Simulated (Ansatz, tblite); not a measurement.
Spin states of Ca3⁺ (the lowest doublet isomer of a short search), each relaxed with PBE0/def2-TZVP in Ansatz. Electronic energies in the gas phase.

The xTB rows come from tblite. LC-ωPBE has ω = 0.4 bohr⁻¹. Correlated methods freeze 15 core orbitals; core or outer-core shells of Ca are correlated, in sets that lack core-valence functions. The structure comes from a short search, and lower isomers may exist.

Doublet geometry (C2v within 0.1 Å):

```xyz
3

Ca   -2.383    0.160    0.093
Ca    1.502   -1.339    1.290
Ca    0.881    1.179   -1.384
```

Quartet geometry (D3h within 0.1 Å):

```xyz
3

Ca    0.608    0.602    1.858
Ca    1.354   -0.129   -1.528
Ca   -1.962   -0.473   -0.330
```

⟨S²⟩: doublet 0.78 at PBE0/def2-TZVP (pure 0.75), quartet 3.77 at PBE0/def2-TZVP (pure 3.75).

Run but left out: HF/def2-TZVP, HF/def2-TZVPP, PBE-QIDH/def2-TZVP, MP2/def2-TZVP, MP2/def2-TZVPP, CCSD/def2-TZVPP, CCSD(T)/def2-TZVPP (doublet: ⟨S²⟩ 0.94 to 1.38, where a pure state has 0.75).

Only these spin states were relaxed. The quartet has other bonds than the doublet, so the gap mixes isomer and spin.

| level | quartet − doublet (kJ/mol) | lowest of these | remarks |
| --- | --- | --- | --- |
| GFN1-xTB | 264.4 | doublet | – |
| GFN2-xTB | 237.3 | doublet | – |
| LDA (SPW92)/def2-TZVP | 27.2 | doublet | – |
| PBE/def2-TZVP | 28.9 | doublet | – |
| r2SCAN/def2-TZVP | 9.5 | doublet | spin-contaminated (⟨S²⟩ 1.04) (doublet) |
| r2SCANh/def2-TZVP | 15.1 | doublet | spin-contaminated (⟨S²⟩ 0.97) (doublet) |
| PBE0/def2-TZVP | 37.5 | doublet | – |
| LC-ωPBE/def2-TZVP | 18.4 | doublet | spin-contaminated (⟨S²⟩ 0.93) (doublet) |
| B2PLYP/def2-TZVP | 78.3 | doublet | spin-contaminated (⟨S²⟩ 0.83) (doublet) |
| RPA@PBE/def2-TZVP | 123.5 | doublet | – |

Change of the quartet − doublet gap on mixing in exact exchange, in kJ/mol: PBE to PBE0 (25 % exact exchange) 8.5; r2SCAN to r2SCANh (10 % exact exchange) 5.6.

The xTB methods have no term that favours high spin, so they put low spin too low.
